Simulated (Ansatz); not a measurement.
Species: [Hf(H)4] (charge 0, multiplicity 1).

Task: Give a relaxed geometry from r2SCAN-D4/def2-SVP run with Ansatz (a quantum-chemistry and plane-wave program).

Result: the end point of this relaxation.
Z-matrix (Å, degrees):
```
Hf
H 1 1.8469
H 1 1.8469 2 109.47
H 1 1.8469 2 109.47 3 -120.00
H 1 1.8469 2 109.47 3 120.00
```
